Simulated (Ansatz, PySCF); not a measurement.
System: C₃H₆S, charge 0, singlet. C3H6S (SMILES C1CCS1).
B3LYP-D3(BJ)/def2-TZVP minimum from Ansatz (an electronic-structure program):
```
C
H 1 1.0897
H 1 1.0913 2 108.40
C 1 1.5398 2 110.51 3 127.23
H 4 1.0876 1 116.43 2 -20.36
H 4 1.0895 5 109.53 1 130.61
C 1 1.5398 2 110.51 3 -127.23
H 7 1.0876 1 116.43 2 20.36
H 7 1.0895 8 109.53 1 -130.61
S 4 1.8489 5 114.13 6 125.09
```

Total energies in hartree (Ansatz). Radicals and triplets start from unrestricted determinants; spin-orbit coupling is neglected. Cores are frozen in correlated methods. No relativity. For partners of very few electrons the exact lower level stands in for a higher one.

```csv
species,HF/cc-pV(T+d)Z,CCSD(T)/cc-pV(T+d)Z,HF/cc-pV(Q+d)Z,CCSD(T)/cc-pV(Q+d)Z,CCSD(T)/cc-pV(D+d)Z,CCSDT(Q)/cc-pV(D+d)Z
1: C3H6S (SMILES C1CSC1),-514.65904,-515.42255,-514.66989,-515.47535,-515.23629,-515.23855
2: C (triplet),-37.69157,-37.78076,-37.69331,-37.78654,-37.76038,-37.76071
3: S (triplet),-397.50938,-397.65444,-397.51264,-397.66785,-397.60412,-397.60456
4: H (doublet),-0.49981,-0.49981,-0.49995,-0.49995,-0.49928,-0.49928
```

Work out the enthalpy of formation at 298 K (by atomisation, with ideal-gas terms from PySCF's Hessian at B3LYP-D3(BJ)/def2-TZVP and the atoms' measured values of the G2/97 table; no spin-orbit terms) in kJ/mol: take Hartree-Fock from cc-pV(Q+d)Z, extrapolate the CCSD(T) correlation energy as X^-3 (X = 3, 4), and add CCSDT(Q) - CCSD(T) in cc-pV(D+d)Z. The further terms named in the bracket sum to +1.48777 hartree. 1 hartree = 2625.5 kJ/mol.


Species 1: correlation (64·(-0.80546) - 27·(-0.76351))/37 = -0.83607; step -0.00226; E1 = -514.66989 + (-0.83607) + (-0.00226) = -515.50822
Species 2: correlation (64·(-0.09323) - 27·(-0.08919))/37 = -0.09618; step -0.00033; E2 = -37.69331 + (-0.09618) + (-0.00033) = -37.78982
Species 3: correlation (64·(-0.15521) - 27·(-0.14506))/37 = -0.16262; step -0.00044; E3 = -397.51264 + (-0.16262) + (-0.00044) = -397.67570
Species 4: correlation (64·(0.00000) - 27·(0.00000))/37 = 0.00000; step +0.00000; E4 = -0.49995 + (0.00000) + (+0.00000) = -0.49995
+1·E1 -3·E2 -1·E3 -6·E4 +1.48777 = 0.02441 hartree = 64.1 kJ/mol. Measured: 14.5 kcal/mol, 60.6 kJ/mol (CRC Handbook, as tabulated in the package chemicals); atomic spin-orbit terms, which the calculations lack, would raise the computed values. The composite differs from it by +3.5 kJ/mol; core, relativistic and spin-orbit terms are not in it.
